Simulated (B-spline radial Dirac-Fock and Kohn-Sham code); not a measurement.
## Elastic scattering of 15.6 keV electrons by neutral titanium

Model: relativistic (Dirac) partial waves in the static field of the Dirac-Fock atom with Furness-McCarthy exchange, without polarisation or absorption potentials. Program: a radial B-spline solver.

| θ (°) | dσ/dΩ (a₀²/sr) | Sherman function |
| --- | --- | --- |
| 5 | 6.39 | 0.000 |
| 10 | 0.702 | 0.000 |
| 15 | 0.182 | 0.000 |
| 20 | 0.0695 | 0.000 |
| 25 | 0.0324 | 0.000 |
| 30 | 0.0172 | 0.000 |
| 35 | 0.0101 | -0.002 |
| 40 | 0.00632 | -0.003 |
| 45 | 0.00419 | -0.005 |
| 50 | 0.00290 | -0.007 |
| 55 | 0.00209 | -0.010 |
| 60 | 0.00155 | -0.013 |
| 65 | 0.00119 | -0.016 |
| 70 | 0.000927 | -0.019 |
| 75 | 0.000740 | -0.022 |
| 80 | 0.000602 | -0.025 |
| 85 | 0.000498 | -0.027 |
| 90 | 0.000419 | -0.030 |
| 95 | 0.000357 | -0.032 |
| 100 | 0.000308 | -0.034 |
| 105 | 0.000269 | -0.035 |
| 110 | 0.000238 | -0.036 |
| 115 | 0.000213 | -0.036 |
| 120 | 0.000192 | -0.036 |
| 125 | 0.000175 | -0.035 |
| 130 | 0.000161 | -0.034 |
| 135 | 0.000149 | -0.033 |
| 140 | 0.000140 | -0.030 |
| 145 | 0.000132 | -0.028 |
| 150 | 0.000125 | -0.025 |
| 155 | 0.000120 | -0.021 |
| 160 | 0.000116 | -0.017 |
| 165 | 0.000113 | -0.013 |
| 170 | 0.000111 | -0.009 |
| 175 | 0.000110 | -0.004 |

The total elastic cross section is 1.02 a₀², the first transport cross section 0.0115 a₀² and the second, weighted with (3/2) sin²θ, 0.0270 a₀². The mean deflection is ⟨1 − cos θ⟩ = 0.0113, and 0.13 % of the collisions scatter beyond 90°.

Values without a named source are computed, but for edge energies of neutral atoms, which are taken from tables.
